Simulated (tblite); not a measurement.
C₈H₁₀P (charge -1).
Numbering: `[CH2:1]=[CH:2][c:3]1[cH:4][c:5]([CH2:6][CH3:7])[cH:8][p-:9]1` (hydrogens: H10, H11 on C1; H12 on C2; H13 on C4; H14, H15 on C6; H16, H17, H18 on C7; H19 on C8)

Structure used (GFN2-xTB), in Å, numbered top down from 1:
```
atom  x, y, z in Å
C1     3.960    0.146    0.085
C2     2.779   -0.467   -0.034
C3     1.507    0.152   -0.248
C4     0.318   -0.575   -0.353
C5    -0.808    0.215   -0.555
C6    -2.211   -0.313   -0.657
C7    -2.878   -0.386    0.719
C8    -0.489    1.566   -0.601
P9     1.204    1.890   -0.405
H10    4.881   -0.396    0.251
H11    4.029    1.219    0.019
H12    2.749   -1.555    0.037
H13    0.287   -1.657   -0.286
H14   -2.200   -1.314   -1.103
H15   -2.809    0.337   -1.306
H16   -3.903   -0.758    0.647
H17   -2.312   -1.048    1.372
H18   -2.896    0.602    1.174
H19   -1.218    2.353   -0.749
```

All values are computed: GFN2-xTB (tblite) harmonic vibrations without scaling, gas phase. Errors from tens to a few hundred cm⁻¹ against measured bands are possible. One conformer, not necessarily the lowest.

Harmonic wavenumbers (cm⁻¹): 31.4, 78.2, 136.7, 157.8, 202.1, 217.7, 307.7, 323.6, 427.5, 442.4, 520.5, 565.0, 609.3, 654.1, 728.1, 734.3, 769.3, 780.3, 812.6, 914.4, 930.9, 990.3, 994.7, 1035.2, 1053.9, 1073.2, 1148.3, 1184.2, 1243.2, 1250.5, 1301.4, 1317.6, 1373.8, 1398.5, 1412.9, 1441.1, 1492.4, 1502.6, 1503.9, 1516.4, 1647.1, 2911.2, 2927.4, 2934.8, 2962.5, 2990.7, 3010.2, 3019.6, 3027.0, 3044.6, 3103.3.

A = 3118, B = 820.9, C = 689.3 MHz; mass 137.052 u (most abundant isotopes); point group C1, symmetry number 1.

Zero-point energy?

½Σν̃ = 33078 cm⁻¹ = 395.70 kJ/mol.

Give the ideal-gas entropy at 200 K and 1 bar in the rigid-rotor, harmonic-oscillator model (classical rotation).

Translation 161.92, rotation 118.82, vibration 75.25: S = 356.0 J/(mol K).

And Cp and H(200 K) − H(0)?

Cp = 114.83 J/(mol K), of which vibrations give 81.57 (their classical limit is 51 R = 424.0); H(200 K) − H(0) = 14.72 kJ/mol without the zero-point energy, 8.07 from vibrations.

Which modes carry the vibrational entropy at 200 K?

31.4 cm⁻¹: 20.70; 78.2 cm⁻¹: 13.21; 136.7 cm⁻¹: 8.78; 157.8 cm⁻¹: 7.69; 202.1 cm⁻¹: 5.90; 217.7 cm⁻¹: 5.39 J/(mol K); the other 45 give 13.58 together.

How do the functions run with temperature in this model?

```tsv
T (K)	S (J/(mol K))	Cp (J/(mol K))	H − H(0) (kJ/mol)	G − H(0) (kJ/mol)	ln q(vib)
100	292.2	74.4	5.28	-23.93	1.79
300	410.8	158.8	28.39	-94.85	6.64
500	511.4	237.6	68.43	-187.25	11.61
800	641.0	313.1	152.09	-360.74	18.92
1000	714.6	345.4	218.11	-496.45	23.51
```

q(vib) and H(0) count from the zero-point level.

What must be added to the electronic energy to get the Gibbs energy at 200 K and 1 bar?

ZPE + [H(200 K) − H(0)] − T·S = 395.70 + 14.72 − 71.20 = 339.22 kJ/mol.

Blend soft modes into free rotors: weight 1/[1 + (100 cm⁻¹/ν̃)⁴] for the oscillator and the rest for a rotor with moment μB/(μ + B), μ = h/(8π²ν), B = 10⁻⁴⁴ kg m². What vibrational entropy results?

68.68 J/(mol K) in place of 75.25, which changes −T·S at 200 K by +1.31 kJ/mol.

Hindered rotation and anharmonicity are outside this model. Other conformers, if any are populated, would add a mixing term that is left out. The structure is chiral; the term R ln 2 for an equal mix with its mirror image is left out.
